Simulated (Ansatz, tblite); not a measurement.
Removing and adding an electron: In9P9H24, a nanocrystal cut from wurtzite InP (hydrogen-capped). Total charge 0; singlet. Geometry: PBE-D4/def2-SVP. Ansatz, gas phase; energy differences of separate SCF runs; the oxidised species was run as a doublet alone; the reduced species was run as a doublet alone.

```xyz
42

In    1.318   -3.714    0.084
P     1.909   -2.936    2.536
P     1.297   -1.509   -1.166
In    2.649    0.385    0.048
In    1.922    1.613   -3.972
P     2.515    2.376   -1.519
In    0.836   -0.855    3.756
P     0.890    0.899    1.928
In    1.442    4.460   -0.314
P    -1.253   -4.103    0.532
In   -1.020   -0.970   -2.277
P    -0.644    1.209   -3.522
In   -2.936   -2.248    1.365
P    -1.657   -1.707    3.610
P    -2.288   -0.275   -0.087
In   -1.489    1.810    1.294
In   -2.316    3.073   -2.696
P    -1.048    3.603   -0.446
H     2.135   -5.180   -0.350
H     3.317   -2.682    2.523
H     1.930   -4.065    3.418
H     2.128   -1.833   -2.289
H     4.105   -0.275    0.753
H     2.650    0.037   -4.202
H     2.075    2.994   -5.018
H     3.911    2.705   -1.592
H     1.381   -0.709    5.395
H     1.481    1.998    2.634
H     1.918    4.374    1.368
H     1.596    5.832   -1.371
H    -1.444   -5.311    1.279
H    -1.788   -4.567   -0.713
H    -1.721   -2.426   -2.940
H    -1.161    0.832   -4.807
H    -4.521   -2.888    1.655
H    -1.876   -2.753    4.565
H    -2.440   -0.697    4.256
H    -3.575    0.131   -0.571
H    -2.466    1.989    2.731
H    -2.150    4.449   -3.746
H    -3.804    2.260   -2.259
H    -1.810    4.675    0.131
```

In the def2 sets In takes a core potential; there is no spin–orbit coupling. The xTB rows come from tblite. Single mean-field runs in def2-SVP are fitted with def2-universal-jkfit. HOMO above LUMO, or a gap near zero within one spin, warns that the state may not be the lowest or that an electron is smeared out.

Q: Estimate orbital energies and vertical ionisation energies and electron affinities at: GFN1-xTB; GFN2-xTB; BLYP-D4/def2-SVP; PBE0-D4/def2-SVP.

A: 
```tsv
level	−HOMO (eV)	vertical IE (eV)	−LUMO (eV)	vertical EA (eV)	HOMO–LUMO gap (eV)	IE − EA (eV)	remarks
GFN1-xTB	9.22	10.60	6.15	4.83	3.07	5.77	–
GFN2-xTB	10.43	11.87	8.03	6.65	2.40	5.22	–
BLYP-D4/def2-SVP	5.50	–	2.17	0.88	3.33	–	HOMO above zero (-1 doublet), gap within one spin near zero (-1 doublet)
PBE0-D4/def2-SVP	6.64	7.77	1.55	0.66	5.09	7.10	HOMO above zero (-1 doublet)
```

Run but left out: PBE-D4/def2-SVP, BLYP-D4/def2-SVP (charge +1 doublet: an occupied level 0.03 to 0.04 eV above an empty one); PBE-D4/def2-SVP (charge -1 doublet: an occupied level 0.01 eV above an empty one).   A HOMO above zero means that the electron is unbound at that level or that self-interaction error raises the level; the energy of removing that electron tells which. Raw xTB energy differences between charge states are shifted by several eV; the methods need an empirical correction for them. Sets without diffuse functions give affinities that are too small.
